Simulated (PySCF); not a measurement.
Species: C₇H₁₂.
Cartesian coordinates in Å at the PBE0-D3(BJ)/def2-SVP level; atoms count from 1:
```
atom  x, y, z in Å
C1     2.306    0.406    0.326
C2     1.711   -0.799   -0.384
C3     0.521   -0.450   -1.282
C4    -0.634    0.112   -0.534
C5    -1.338    1.257   -0.573
C6    -2.263    0.866    0.553
C7    -1.449   -0.461    0.608
H8     2.672    1.152   -0.397
H9     1.556    0.907    0.959
H10    3.152    0.120    0.969
H11    2.484   -1.293   -0.995
H12    1.391   -1.549    0.361
H13    0.193   -1.365   -1.810
H14    0.832    0.268   -2.060
H15   -1.271    2.153   -1.197
H16   -3.327    0.744    0.286
H17   -2.205    1.484    1.465
H18   -0.900   -0.629    1.551
H19   -2.023   -1.373    0.373
```

Computed, not measured: PySCF 2.14.0, density-fitted response routines, TDDFT B3LYP/def2-SVPD, vertical, gas phase, core orbitals frozen in the response.

Transition dipole moments from the ground state, in atomic units and in the frame of the coordinates above (overall signs are arbitrary), for the states with f of 0.002 or more among the lowest 5:

```csv
state,E (eV),μx,μy,μz
S1,6.208,0.245,-0.231,-0.115
S2,6.563,-0.550,0.643,0.024
S3,6.811,0.334,-0.544,0.127
S4,6.903,0.025,0.369,0.160
S5,7.133,0.622,-0.318,-0.172
```

(1) What oscillator strength does each state have?

(2) Which bond between heavy atoms lies closest to the direction of the S2 transition dipole?

(3) What angle do the transition dipoles of S1 and S3 make?

(4) What peak molar absorption coefficient would the strongest computed level give as a lone Gaussian band 0.4 eV wide at half height?

Answers

(1) f = (2/3) ΔE |μ|² with ΔE in hartree (27.2114 eV).

| state | \|μ\|² (au) | \|μ\| (D) | f |
| --- | --- | --- | --- |
| S1 | 0.127 | 0.91 | 0.019 |
| S2 | 0.717 | 2.15 | 0.115 |
| S3 | 0.423 | 1.65 | 0.071 |
| S4 | 0.163 | 1.02 | 0.028 |
| S5 | 0.517 | 1.83 | 0.090 |

(2) C4–C5 and C6–C7, at 10° from it; next C3–C4 at 36°.

(3) |cos θ| = |μa·μb| / (|μa| |μb|) = 0.83, so θ ≈ 34° (taken between 0 and 90°, since the signs are arbitrary).

(4) ε(max) = 2.175×10⁸ f / FWHM, with the width in cm⁻¹. S2: 2.175×10⁸ × 0.1153 / 3226 ≈ 7800 L mol⁻¹ cm⁻¹.

One conformer stands for the species.
